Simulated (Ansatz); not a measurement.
Steps of a relaxation of ClGeH5OSi, SMILES `Cl[SiH2][O][GeH3]` with RKS PBE0-D4/def2-TZVP.

```sh
$ ansatz run in.yaml --threads 2 --pin off --events-out ev --progress --plain --max-ram 32768MiB --backend cpu
```

```yaml
crystal:
  periodic: [false, false, false]
  atoms:
    - {symbol: Cl, position_ang: [-1.065536, 1.946117, -2.412177]}
    - {symbol: Si, position_ang: [0.136360, 1.258472, -0.868259]}
    - {symbol: O, position_ang: [-0.518397, -0.157783, -0.307516]}
    - {symbol: Ge, position_ang: [-0.105821, -1.374590, 0.957820]}
    - {symbol: H, position_ang: [1.514899, 1.039142, -1.423089]}
    - {symbol: H, position_ang: [0.153497, 2.311608, 0.202506]}
    - {symbol: H, position_ang: [1.289191, -1.969636, 0.628032]}
    - {symbol: H, position_ang: [-1.222354, -2.438137, 0.869279]}
    - {symbol: H, position_ang: [-0.093341, -0.661493, 2.336304]}
basis:
  gaussian: {orbitals: def2-TZVP}
hamiltonian: {xc: pbe0, dispersion: d4}
relax: {f_tol: 0.005, max_steps: 150}
```

Positions (Å) and forces (eV/Å) along the path, 16 of 37 steps:

```xyz
9
step=1 energy=-79034.7599 eV
Cl   -1.066    1.946   -2.412    0.310   -0.173    0.394
Si    0.136    1.258   -0.868   -0.429   -0.743    0.223
O    -0.518   -0.158   -0.308    0.614    0.696   -0.040
Ge   -0.106   -1.375    0.958   -0.056    0.232   -0.222
H     1.515    1.039   -1.423   -0.346    0.048    0.115
H     0.153    2.312    0.203   -0.026   -0.251   -0.267
H     1.289   -1.970    0.628   -0.234    0.116    0.039
H    -1.222   -2.438    0.869    0.171    0.178    0.001
H    -0.093   -0.661    2.336   -0.005   -0.101   -0.243
9
step=2 energy=-79034.8048 eV
Cl   -1.046    1.926   -2.380    0.010    0.010    0.000
Si    0.137    1.243   -0.856   -0.292   -0.565    0.200
O    -0.515   -0.157   -0.305    0.373    0.462   -0.053
Ge   -0.104   -1.363    0.951   -0.066    0.149   -0.167
H     1.497    1.024   -1.414   -0.059    0.015    0.059
H     0.145    2.288    0.201    0.028   -0.066   -0.045
H     1.280   -1.945    0.616   -0.022    0.006    0.010
H    -1.213   -2.415    0.858    0.025    0.007    0.015
H    -0.092   -0.647    2.312    0.002   -0.017   -0.019
9
step=4 energy=-79034.8150 eV
Cl   -1.043    1.926   -2.379   -0.009    0.004   -0.011
Si    0.130    1.231   -0.852   -0.010    0.000   -0.008
O    -0.508   -0.150   -0.304    0.025    0.004    0.018
Ge   -0.105   -1.354    0.943   -0.009   -0.011    0.001
H     1.490    1.015   -1.401    0.003    0.002    0.001
H     0.147    2.272    0.203    0.003    0.002    0.000
H     1.278   -1.935    0.611   -0.001   -0.002   -0.001
H    -1.209   -2.411    0.858    0.000    0.002   -0.002
H    -0.091   -0.640    2.304   -0.003   -0.001    0.000
9
step=5 energy=-79034.8159 eV
Cl   -1.059    1.907   -2.380   -0.006   -0.001   -0.005
Si    0.135    1.242   -0.856   -0.001   -0.004    0.003
O    -0.482   -0.139   -0.285    0.001   -0.003    0.003
Ge   -0.104   -1.362    0.950    0.003    0.007   -0.003
H     1.492    1.035   -1.414    0.007    0.001   -0.002
H     0.149    2.295    0.186    0.002    0.007    0.003
H     1.274   -1.956    0.621    0.003   -0.002    0.000
H    -1.220   -2.404    0.842   -0.009   -0.006   -0.003
H    -0.096   -0.665    2.318    0.000    0.000    0.005
9
step=7 energy=-79034.8161 eV
Cl   -1.064    1.888   -2.387    0.000   -0.004    0.002
Si    0.137    1.250   -0.855    0.002    0.000    0.003
O    -0.472   -0.124   -0.263    0.000    0.008   -0.002
Ge   -0.104   -1.367    0.954   -0.001   -0.003    0.001
H     1.494    1.042   -1.416   -0.001   -0.004    0.001
H     0.149    2.320    0.169   -0.002   -0.003    0.000
H     1.271   -1.966    0.619    0.000    0.001   -0.002
H    -1.227   -2.400    0.830    0.003    0.003   -0.001
H    -0.094   -0.690    2.333    0.000    0.002   -0.002
9
step=9 energy=-79034.8161 eV
Cl   -1.063    1.878   -2.391    0.005    0.002    0.002
Si    0.137    1.252   -0.854   -0.003    0.001   -0.003
O    -0.475   -0.117   -0.254   -0.004   -0.005    0.007
Ge   -0.104   -1.367    0.954   -0.001   -0.001    0.000
H     1.495    1.039   -1.411   -0.002    0.002    0.002
H     0.148    2.329    0.165    0.001   -0.002   -0.005
H     1.270   -1.965    0.612   -0.001    0.002    0.000
H    -1.228   -2.398    0.826    0.004    0.003    0.000
H    -0.091   -0.698    2.337    0.000   -0.002   -0.003
9
step=10 energy=-79034.8163 eV
Cl   -1.053    1.869   -2.404    0.010   -0.004    0.008
Si    0.134    1.254   -0.850    0.006    0.031   -0.018
O    -0.490   -0.103   -0.237   -0.003   -0.016    0.024
Ge   -0.104   -1.366    0.953   -0.004   -0.015    0.010
H     1.494    1.026   -1.396   -0.010    0.000    0.007
H     0.144    2.346    0.153    0.000   -0.014   -0.009
H     1.269   -1.958    0.595   -0.007    0.009   -0.006
H    -1.227   -2.399    0.823    0.008    0.006   -0.001
H    -0.080   -0.715    2.345   -0.001    0.003   -0.014
9
step=11 energy=-79034.8118 eV rejected
Cl   -0.997    1.776   -2.487    0.112   -0.066    0.166
Si    0.119    1.279   -0.827   -0.035    0.081   -0.018
O    -0.566    0.004   -0.099    0.163   -0.064    0.137
Ge   -0.103   -1.368    0.953    0.006    0.133    0.022
H     1.497    0.955   -1.302   -0.147    0.040    0.068
H     0.119    2.480    0.063    0.009   -0.219   -0.141
H     1.259   -1.924    0.480   -0.118    0.091    0.009
H    -1.227   -2.397    0.790    0.026    0.035   -0.009
H    -0.013   -0.852    2.411   -0.014   -0.031   -0.234
9
step=12 energy=-79034.8169 eV
Cl   -1.039    1.853   -2.417   -0.003    0.008   -0.013
Si    0.130    1.257   -0.845   -0.014   -0.049    0.034
O    -0.514   -0.081   -0.207    0.007    0.045   -0.024
Ge   -0.105   -1.365    0.952    0.009   -0.004    0.016
H     1.492    1.000   -1.374    0.003    0.002   -0.003
H     0.146    2.365    0.139   -0.001    0.007   -0.007
H     1.268   -1.936    0.567    0.002    0.000   -0.004
H    -1.219   -2.405    0.816   -0.003   -0.002   -0.001
H    -0.071   -0.734    2.352    0.000   -0.008    0.002
9
step=13 energy=-79034.8183 eV
Cl   -1.018    1.797   -2.452    0.042   -0.003    0.038
Si    0.127    1.271   -0.833   -0.056   -0.068    0.041
O    -0.545   -0.025   -0.133    0.069    0.034    0.022
Ge   -0.105   -1.367    0.954    0.017    0.076   -0.023
H     1.493    0.965   -1.331   -0.044    0.024    0.022
H     0.139    2.431    0.094    0.008   -0.055   -0.063
H     1.263   -1.917    0.509   -0.043    0.027    0.018
H    -1.220   -2.402    0.791    0.003    0.004    0.005
H    -0.045   -0.799    2.384    0.004   -0.038   -0.060
9
step=15 energy=-79034.8226 eV
Cl   -0.973    1.729   -2.493    0.028   -0.015    0.048
Si    0.114    1.276   -0.812   -0.044   -0.070    0.045
O    -0.595    0.039   -0.043    0.115    0.054    0.030
Ge   -0.106   -1.361    0.951   -0.003    0.107   -0.054
H     1.486    0.915   -1.258   -0.049    0.015    0.030
H     0.131    2.494    0.037   -0.008   -0.077   -0.056
H     1.251   -1.867    0.426   -0.045    0.019    0.024
H    -1.219   -2.396    0.767    0.009    0.000    0.010
H     0.000   -0.875    2.408   -0.003   -0.033   -0.077
9
step=16 energy=-79034.8323 eV
Cl   -0.979    1.613   -2.501   -0.002   -0.040   -0.011
Si    0.117    1.288   -0.799    0.052    0.108    0.033
O    -0.570    0.136    0.096   -0.048   -0.076    0.020
Ge   -0.110   -1.357    0.947    0.010    0.013    0.014
H     1.487    0.901   -1.217   -0.010   -0.022   -0.019
H     0.131    2.566   -0.053   -0.003    0.017   -0.016
H     1.237   -1.834    0.382    0.003   -0.003   -0.015
H    -1.231   -2.371    0.695   -0.001    0.024   -0.016
H     0.006   -0.988    2.432   -0.003   -0.022    0.008
9
step=17 energy=-79034.8352 eV
Cl   -0.960    1.536   -2.510   -0.015    0.028    0.024
Si    0.120    1.307   -0.779   -0.011   -0.065   -0.128
O    -0.568    0.169    0.139    0.034    0.010    0.116
Ge   -0.107   -1.349    0.946   -0.029   -0.040   -0.007
H     1.483    0.897   -1.202    0.021    0.039    0.070
H     0.115    2.611   -0.078    0.003   -0.026   -0.024
H     1.227   -1.829    0.349   -0.008    0.025   -0.001
H    -1.244   -2.338    0.672   -0.003    0.002   -0.015
H     0.023   -1.049    2.446    0.008    0.027   -0.035
9
step=25 energy=-79034.8815 eV
Cl   -0.958    0.866   -2.346    0.005   -0.017    0.008
Si    0.183    1.353   -0.702    0.003    0.013    0.013
O    -0.201    0.424    0.564    0.005    0.002   -0.004
Ge   -0.121   -1.325    0.912   -0.010    0.003   -0.027
H     1.595    1.154   -1.108   -0.010    0.007   -0.005
H    -0.108    2.761   -0.361    0.004   -0.009   -0.001
H     1.107   -1.896    0.184   -0.003    0.000    0.009
H    -1.422   -1.961    0.406    0.003    0.006    0.004
H     0.015   -1.422    2.434    0.002   -0.005    0.002
9
step=31 energy=-79034.8850 eV
Cl   -0.883    0.673   -2.290    0.011    0.007    0.014
Si    0.213    1.368   -0.686   -0.022    0.004    0.009
O    -0.038    0.439    0.612    0.001   -0.006   -0.012
Ge   -0.132   -1.322    0.899    0.000   -0.005   -0.008
H     1.631    1.336   -1.114    0.004    0.001   -0.003
H    -0.244    2.742   -0.389    0.007   -0.021   -0.007
H     1.019   -1.995    0.135   -0.007    0.009    0.002
H    -1.500   -1.807    0.401    0.011    0.008    0.008
H     0.022   -1.479    2.415   -0.004    0.002   -0.002
9
step=37 energy=-79034.8851 eV
Cl   -0.843    0.650   -2.300    0.000    0.000    0.001
Si    0.217    1.369   -0.684    0.000   -0.004    0.002
O    -0.031    0.437    0.612   -0.001    0.003   -0.001
Ge   -0.137   -1.322    0.898   -0.001    0.002   -0.002
H     1.640    1.367   -1.094    0.000    0.000    0.000
H    -0.272    2.733   -0.397    0.000    0.000    0.000
H     0.987   -2.005    0.104   -0.001   -0.001    0.000
H    -1.522   -1.790    0.434    0.001   -0.001    0.000
H     0.050   -1.485    2.410    0.001    0.000   -0.001
```

Hardware: 2 threads of a server CPU on a shared host. Wall time 5.7 min, peak host memory 0.59 GiB.
